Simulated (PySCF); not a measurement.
An unknown is described by computed data only.

Formula: C9H15F.

| Property | Result |
| --- | --- |
| Dipole | 1.51 D [PBE0/pcSseg-1] |
| NMR, other nuclei | isotropic shieldings of nuclei other than C and H, by class: 275 (1 F) ppm [GIAO PBE0/pcSseg-1] |
| Rotational structure | rotational constants A, B, C: 1.442, 0.941, 0.755 GHz [GFN2-xTB] |
| 13C NMR | chemical shifts (computed TMS as zero) by class: 162.1 (1 C), 148.9 (1 C), 127.9 (1 C), 122.1 (1 C), 41.6 (1 C), 31.2 (1 C), 30.3 (1 C), 17.3 (1 C), 14.8 (1 C) ppm [GIAO PBE0/pcSseg-1] |
| 1H NMR | chemical shifts (computed TMS as zero) by class: 6.08 (1 H), 5.31 (1 H), 5.19 (1 H), 2.29 (2 H), 2.22 (2 H), 2.09 (3 H), 1.87 (2 H), 0.93 (3 H) ppm [GIAO PBE0/pcSseg-1] |

The electronic properties come from PySCF, for the isolated species, density fitting. Levels stand in brackets. One conformer (not necessarily the lowest) at the GFN2-xTB geometry, without solvent, vibrations or thermal averaging. GFN2-xTB frequencies show an imaginary mode (31i cm⁻¹), so this geometry is no minimum at that level. Each NMR value is the plain mean over a class of atoms that symmetry, rotation or inversion makes alike.

Question: Propose a structure and show how it fits.

Answer: Numbering: `[CH2:1]=[CH:2][CH2:3][CH2:4]/[C:5]([CH2:6][CH3:7])=[C:8](/[CH3:9])[F:10]`. Its formula, C9H15F, gives 2 degrees of unsaturation: 0 rings and 2 π bonds in the structure found. 9 carbons fall into 9 classes; from least to most shielded: vinylic C–F carbon [C8] (162.1 ppm), alkene CH carbon [C2] (148.9 ppm), fully substituted alkene carbon [C5] (127.9 ppm), terminal =CH2 carbon [C1] (122.1 ppm), allylic carbon [C3] (41.6 ppm), allylic carbon [C4] (31.2 ppm), allylic carbon [C6] (30.3 ppm), allylic carbon [C9] (17.3 ppm), methyl carbon [C7] (14.8 ppm). Hydrogen classes from least to most shielded: 1 H on an alkene CH carbon, C2 (6.08 ppm), 1 H on a terminal =CH2 carbon, C1 (5.31 ppm), 1 H on a terminal =CH2 carbon, C1 (5.19 ppm), 2 H on an allylic carbon, C3 (2.29 ppm), 2 H on an allylic carbon, C4 (2.22 ppm, a mean of values up to 1.3 ppm apart in this geometry), 3 H on an allylic carbon, C9 (2.09 ppm), 2 H on an allylic carbon, C6 (1.87 ppm), 3 H on a methyl carbon, C7 (0.93 ppm). The other shieldings belong to: 275 ppm, vinyl fluorine [F10]. The optimised geometry has point group C1 and is an asymmetric top. Structure: `C=CCC/C(CC)=C(/C)F`. Computed isomers that give other values at the same levels: `C[C@@H]1C[C@H]2CC[C@]1(F)CC2` (13C chemical shifts (computed TMS as zero) by class: 96.1 (1 C), 39.4 (1 C), 37.5 (1 C), 35.8 (1 C), 30.0 (1 C), 29.9 (1 C), 28.3 (1 C), 27.9 (1 C), 17.2 (1 C) ppm). The assignments are read from this structure; whether some other isomer fits the data as well wasn't checked.

Shape of the structure used: `[CH2:1]=[CH:2][CH2:3][CH2:4]/[C:5]([CH2:6][CH3:7])=[C:8](/[CH3:9])[F:10]`: C1–C2–C3–C4 -118°, C2–C3–C4–C5 67°, C3–C4–C5–C6 -96°, C4–C5–C6–C7 -84°.
